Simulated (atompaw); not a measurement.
## Reading a pseudo-wave (Cd (Z = 48))

Columns: radius, all-electron u(r) and pseudo u(r) of the 4d shell (level -11.73 eV) of cadmium in the configuration [Ar] 3d10 4s2 4p6 4d10 5s2 5p0; PBEsol, scalar-relativistic, PAW (atompaw) scheme, atompaw 4.2.0.5.

```tsv
r (bohr)	all-electron	pseudo
0.075	-0.1464	0.0004
0.150	-0.4046	0.0033
0.225	-0.4792	0.0111
0.300	-0.3618	0.0255
0.375	-0.1377	0.0479
0.450	0.1174	0.0790
0.525	0.3567	0.1188
0.600	0.5577	0.1666
0.675	0.7128	0.2210
0.750	0.8228	0.2801
0.825	0.8930	0.3416
0.900	0.9306	0.4029
0.975	0.9428	0.4615
1.050	0.9357	0.5148
1.125	0.9149	0.5607
1.200	0.8846	0.5976
1.275	0.8481	0.6244
1.350	0.8077	0.6407
1.425	0.7653	0.6469
1.500	0.7223	0.6436
1.575	0.6796	0.6318
1.650	0.6379	0.6126
1.725	0.5977	0.5869
1.800	0.5590	0.5561
1.875	0.5223	0.5220
1.950	0.4876	0.4876
```

(1) How many radial nodes do the two functions have?

(2) Is the pseudo-wave norm-conserving?

## Answers

(1) The all-electron 4d function has n − l − 1 = 1; the pseudo-wave has 0, since the states of the same l below it are removed with the core.

(2) No, it belongs to a PAW set: the norm inside the radius is not constrained, and the difference is carried by the augmentation charge.
